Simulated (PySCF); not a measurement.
Which determinant of Bi2 lies lowest?

Unrestricted PBE0; PySCF, scalar-relativistic core potentials, basis sets Bi cc-pVTZ-PP with ECP60. Outer shells of the fragments: Bi 5d10 6s2 6p3; Bi 5d10 6s2 6p3.

Followed along the bond (rough minima from three points):

```tsv
2Ms+1	unpaired	⟨S²⟩ at the start	R at minimum (Å)	Te (eV)
1	none	0.00	2.62	0.00
3	π ↑↑	2.36	2.84	1.05
3	π ↑↑	2.00	2.81	1.54
1	π ↑↓	1.01	2.81	1.66
5	π ↑↑↑↑	6.01	none in the scan	≤ 1.35
```

Solutions found at the starting distance of 2.920 Å, counted from the lowest of them; the search is not exhaustive and high or unbound solutions are not listed, so other states can lie among these:

```
2Ms+1  unpaired   term  E (eV)  ⟨S²⟩  ⟨Lz²⟩
    1      none    ¹Σ⁺    0.00  0.00   0.00
    3      π ↑↑  mixed    0.52  2.36   2.01
    5    π ↑↑↑↑    ⁵Σ⁺    0.87  6.01   0.00
    3      π ↑↑  mixed    1.04  2.00   2.01
    1      π ↑↓  mixed    1.18  1.01   2.01
    1    π ↑↑↓↓  mixed    1.50  2.01   4.04
```

A term symbol is given only where ⟨S²⟩ and ⟨Lz²⟩ are close to those of a pure state; real π, δ and φ orbitals otherwise mix terms, and g/u labels are left off.

Question: Compare the gap between the two lowest followed solutions at the starting distance with the gap between their minima.

Answer: At PBE0 the second solution (Ms = 1 of mixed spin, unpaired electrons π ↑↑) lies +0.52 eV from the first (singlet, closed shell) at 2.920 Å and +1.05 eV at the minima; the two curves relax by different amounts, since their minima lie near 2.84 and 2.62 Å.

These are scalar-relativistic numbers at best; spin–orbit coupling would shift them, the dissociation energy most.
